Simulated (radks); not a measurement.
The numbers below are computed, except where a source is named.
Task: Excited configurations of Ga2+: one electron is placed in a higher orbital outside [Ar] 3d10. The ground configuration is [Ar] 3d10 4s1. Level of theory: Dirac Kohn-Sham, PBE, spin-unpolarised, spherical densities, finite nucleus; open shells are shared between the two j in proportion to 2j + 1; Fermi nuclear charge, rms radius 3.9973 fm (a radial shooting solver on a logarithmic mesh with Libxc functionals). Excitation = E - E(ground); binding = E(ion) - E, where the ion is the core of charge +3; n* = 3/sqrt(2 binding) in atomic units, and the quantum defect is n - n*. Eigenvalue and <r> are those of j = l + 1/2.

outer orbital  excitation (eV)  binding (eV)     n*  quantum defect  eigenvalue (eV)  <r> (bohr)
4d                      18.329        12.942  3.076           0.924          -10.361       3.810
4f                      23.526         7.745  3.976           0.024           -6.213       5.880
5p                      20.053        11.219  3.304           1.696           -9.486       5.310
6s                      23.437         7.835  3.953           2.047           -6.752       7.991

Estimate the row for 7p.

Result: excitation (eV) 26.794; binding (eV) 4.477; n* 5.230; quantum defect 1.770; eigenvalue (eV) -3.878; <r> (bohr) 13.73. The Delta-SCF ionisation energy is 31.271 eV (NIST Atomic Spectra Database: 30.726 eV, measured). Self-interaction in the functional shifts the binding energies and quantum defects, so they are the method's values and not measured ones. Spin polarisation and multiplet splitting are left out, so open shells lie too high by an amount that depends on their filling.

Beside tabulated values, note that spin-unpolarised runs miss the spin-polarisation part of the exchange energy of open shells.
